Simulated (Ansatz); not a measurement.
`C#CSB[SiH2]C` + H₂ → `B[SiH2]C` + `C#CS`  (hydrogenolysis of a B–S bond)

Calculated with Ansatz (gas phase, PBE0-D4/def2-TZVP geometries, no zero-point term in ΔE). CCSD(T)/CBS adds triple-zeta CCSD(T) − MP2 to the extrapolated MP2 energy (def2 sets, frozen cores). This one scheme is used for every species. DFT in def2-TZVPP. One conformer a species, not always the lowest.

**Question.** Is it downhill or uphill in electronic energy at CCSD(T)/CBS, and by how much? (Best estimate.)

**Answer.** Ansatz gave: Uphill: ΔE = +15.1 kcal/mol.

**Question.** What do these levels give: LDA (SPW92), MP2/def2-TZVPP, CCSD(T)/def2-TZVPP, HF/CBS(def2), MP2/CBS(def2), CCSD/CBS(def2)? (Best estimate.)

**Answer.** Computed: LDA (SPW92) 26.9, MP2/def2-TZVPP 22.4, CCSD(T)/def2-TZVPP 14.4, HF/CBS(def2) -10.7, MP2/CBS(def2) 23.0, CCSD/CBS(def2) 9.7 kcal/mol.

Largest T1 diagnostic among the species: 0.013.

In def2-TZVPP, CCSD(T) changes the Hartree–Fock value by +25.2 kcal/mol (the triples alone add +5.4 kcal/mol) and MP2 by +33.2 kcal/mol. From r2SCAN to r2SCAN0 (25 % exact exchange), in def2-TZVPP and without D4, ΔE moves by −2.2 kcal/mol. Leaving LDA and LC-ωPBE aside and taking each functional with its dispersion term where it has one, the values, not all of them listed here, spread over 15.9 kcal/mol, from BHLYP-D4 to revPBE-D4. LDA lies +8.2 kcal/mol from PBE without D4.
